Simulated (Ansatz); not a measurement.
ammonium (SMILES [NH4+]) moved off its minimum; all values from Ansatz (an electronic-structure program), cores frozen in correlated methods.
(charge 1, multiplicity 1)
```xyz
5

N     -0.0073     0.1347     0.1817
H     -0.6796    -0.3293    -0.7431
H      0.1859     1.0285     0.0936
H     -0.5667    -0.1693     0.8734
H      1.0466    -0.3310    -0.1244
```

Forces at wB97M-V/def2-TZVPP (eV/Å):

| atom | Fx | Fy | Fz |
|---|---|---|---|
| N1 | 2.469 | -7.982 | -8.790 |
| H2 | 2.500 | 2.402 | 2.905 |
| H3 | 0.191 | 6.038 | -0.375 |
| H4 | -1.411 | -1.313 | 4.170 |
| H5 | -3.750 | 0.855 | 2.089 |

Question: Give the forces (eV/Å), the total energy and the dipole at CCSD(T)/aug-cc-pVTZ.

Answer: 
```tsv
atom	Fx	Fy	Fz
N1	2.482	-7.944	-8.735
H2	2.455	2.375	2.806
H3	0.183	6.130	-0.396
H4	-1.426	-1.353	4.243
H5	-3.694	0.791	2.082
```
Energy -56.7498 hartree.
